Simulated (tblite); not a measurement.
Isomers of C6H12OP2. Level: GFN2-xTB in tblite, geometry and Hessian alike; calculated harmonic values, unscaled, isolated species. This tight-binding method is rough: wavenumbers can miss measured ones by several per cent, in bad cases by 10 to 20. Modes of hydrogen on phosphorus can be 10 to 20 % off. One conformer each.

Electronic energies: GFN2-xTB at the same geometries; isomer energies are rough at this level and their order can be wrong.

| SMILES | electronic energy, lowest = 0 (kJ/mol) |
| --- | --- |
| C=CC/P=P/CCOC | 210.7 |
| CCP(C)C#CPCO | 286.7 |
| C=CC/P=P/CCCO | 200.3 |
| C=CP1(=O)CCPCC1 | 0.0 |
| C/C=C/[P@@](C)(=O)/C=C/P | 90.9 |

Question: How do GFN2-xTB zero-point energies change the relative energies?

Answer: 
| SMILES | ZPE (kJ/mol) | of it from modes above 1550 cm⁻¹ | electronic (kJ/mol) | with ZPE, lowest = 0 (kJ/mol) | lowest mode (cm⁻¹) | rings |
| --- | --- | --- | --- | --- | --- | --- |
| C=CP1(=O)CCPCC1 | 434.4 | 219.6 | 0.0 | 0.0 | 69 | 1 |
| C/C=C/[P@@](C)(=O)/C=C/P | 419.4 | 228.4 | 90.9 | 75.9 | 33 | 0 |
| C=CC/P=P/CCCO | 440.5 | 227.2 | 200.3 | 206.4 | 22 | 0 |
| C=CC/P=P/CCOC | 438.8 | 223.8 | 210.7 | 215.1 | 22 | 0 |
| CCP(C)C#CPCO | 425.8 | 225.6 | 286.7 | 278.0 | 1 | 0 |

The zero-point energies span 21.1 kJ/mol, from `C/C=C/[P@@](C)(=O)/C=C/P` to `C=CC/P=P/CCCO`. The order is unchanged.
